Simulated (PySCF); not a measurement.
## Correlation energy of C²⁺ (carbon, charge +2)

[He] 2p2, high-spin 3P determinant (an excited configuration). Computed with PySCF 2.14 in x2c-TZVPPall (5s3p2d1f, 31 functions), with scalar relativity by spin-free X2C-1e. Frozen: 1s2; 2 electrons correlated.

With two correlated electrons CCSD is exact within the correlated space (frozen core and kept virtual orbitals).

```json
{"level": "CCSD", "correlation energy (mhartree)": "-8.64"}
```

Diagnostics: T1 = 0.00065, D1 = 0.0009, largest double amplitude 0.026.

Question: Is a single reference adequate?

Answer: Yes: T1 lies below 0.03 and no double amplitude reaches 0.07.
